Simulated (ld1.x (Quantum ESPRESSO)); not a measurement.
## Pt: excitation energies, all-electron against TM semilocal

ld1.x (Quantum ESPRESSO) 7.5 input, shortened:

```
&input
   title='Pt', zed=78., rel=1, dft='PZ', iswitch=3,
   config='[Xe] 4f14 5d9 5f-2 6s1 6p0'
 /
 &inputp
   pseudotype=1, tm=.true., lloc=3,
   nlcc=.false.
 /
4
5S  1  0   2.00   0.00  1.65  1.65  0.0
5P  2  1   6.00   0.00  1.50  1.50  0.0
5D  3  2   9.00   0.00  1.90  1.90  0.0
5F  4  3  -2.00  -0.10  2.05  2.05  0.0
 &test
   configts(1)='5s2 5p6 5d9 6s1 6p0'
 /
```

Occupied shells without a wave of their own: 6s. They enter only through the test configuration that unscreens the potential.

Energies are relative to the spin-unpolarised reference configuration 5s2 5p6 5d9 6s1 6p0; without spin polarisation the order of configurations can differ from experiment. Spin-polarised rows fill each open shell by Hund’s rule, majority spin first.

```json
{"valence configuration": "5s2 5p6 5d9 6s0 6p0", "charge": "+1", "ΔE all-electron (eV)": "9.545", "error AE − PS (meV)": "+6161"}
{"valence configuration": "5s2 5p6 5d8 6s0 6p0", "charge": "+2", "ΔE all-electron (eV)": "29.804", "error AE − PS (meV)": "+4217"}
{"valence configuration": "5s2 5p6 5d7 6s0 6p0", "charge": "+3", "ΔE all-electron (eV)": "62.315", "error AE − PS (meV)": "+1910"}
{"valence configuration": "5s2 5p5 5d9 6s1 6p0", "charge": "+1", "ΔE all-electron (eV)": "62.439", "error AE − PS (meV)": "+10584"}
{"valence configuration": "5s1 5p6 5d9 6s1 6p0", "charge": "+1", "ΔE all-electron (eV)": "108.913", "error AE − PS (meV)": "+10279"}
{"valence configuration": "5s2 5p6 5d9.5 6s0.5 6p0", "charge": "0", "ΔE all-electron (eV)": "-0.086", "error AE − PS (meV)": "+9408"}
{"valence configuration": "5s2 5p6 5d9 6s1 6p0 (spin-polarised)", "charge": "0", "ΔE all-electron (eV)": "-0.379", "error AE − PS (meV)": "-123"}
{"valence configuration": "5s2 5p6 5d9 6s0 6p0 (spin-polarised)", "charge": "+1", "ΔE all-electron (eV)": "9.416", "error AE − PS (meV)": "+6176"}
```

Question: What are ΔE and the potential's error for 5s2 5p6 5d9 6s0.5 6p0?

Answer: ΔE = 3.860 eV all-electron; the error (AE − PS) is +8946 meV.

Levels in the configuration 5s2 5p6 5d8 6s0 6p0:

```
level  all-electron (eV)  pseudo (eV)
   5s           -123.202     -126.259
   5p            -77.156      -79.868
   5d            -26.173      -28.306
```

These tests converged, but a pseudo level misses the all-electron one widely, so the file describes the atom poorly there or has found another state: 5s2 5p6 5d9 6s0 6p0: empty 6s by 4.0 eV; 5s2 5p6 5d8 6s0 6p0: 5d by 2.1 eV; 5s2 5p6 5d7 6s0 6p0: empty 6s by 9.3 eV; 5s2 5p5 5d9 6s1 6p0: 6s by 6.0 eV; 5s1 5p6 5d9 6s1 6p0: 6s by 6.3 eV; 5s2 5p6 5d9 6s0.5 6p0: 6s by 5.1 eV; 5s2 5p6 5d9.5 6s0.5 6p0: 6s by 4.4 eV. The 6s level has no wave, so the channel is fitted at the deeper level alone: the likely source of the large errors.

A Bessel basis up to 400 Ry misses an occupied level by 0.31 Ry, so cutoffs and ghosts were not judged. The potential misses its own reference levels by up to 6.3 eV, so it is not fit for use.
